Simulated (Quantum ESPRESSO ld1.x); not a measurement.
Species: Ar3+. Configuration: [Ne] 3s2 3p2 4f1 (not the ground configuration).

Method: scalar-relativistic Kohn-Sham, LDA (Slater exchange, Perdew-Zunger correlation), spin-polarised, spherical densities, point nucleus; open shells are filled with parallel spins first; computed with ld1.x of Quantum ESPRESSO 7.5.

Energy parts (hartree):
| part | energy |
|---|---|
| total | -523.0536 |
| kinetic | 525.5640 |
| electron-nucleus | -1219.2277 |
| Hartree | 198.1847 |
| exchange-correlation | -27.5746 |

Orbitals (lengths in bohr, moments of r in powers of bohr; <r^-3> diverges for s and p1/2):
orbital	occ.	eigenvalue (hartree)	<r^2>	<r^4>	<r^-3>	<r>
1s up	1	-116.644	0.009935	0.0002544	-	0.08594
1s down	1	-116.621	0.009933	0.0002543	-	0.08593
2s up	1	-13.1065	0.2038	0.07424	-	0.4144
2s down	1	-13.0825	0.2032	0.07366	-	0.4140
2p up	3	-10.6941	0.1752	0.06472	127.7	0.3756
2p down	3	-10.6645	0.1747	0.06411	127.7	0.3752
3s up	1	-2.77262	1.801	5.024	-	1.255
3s down	1	-2.65710	1.819	5.155	-	1.260
3p up	2	-2.18713	2.069	6.928	15.96	1.336
3p down	0	-2.07503	2.104	7.221	15.78	1.347
4f up	1	-0.44901	18.70	532.2	0.03801	4.075
4f down	0	-0.40028	21.40	706.1	0.03201	4.350

The highest occupied level is 4f up at -12.218 eV. The configuration is held as typed, so some empty levels lie below it. The density falls to 0.001 e/bohr^3 at r = 4.43 bohr.
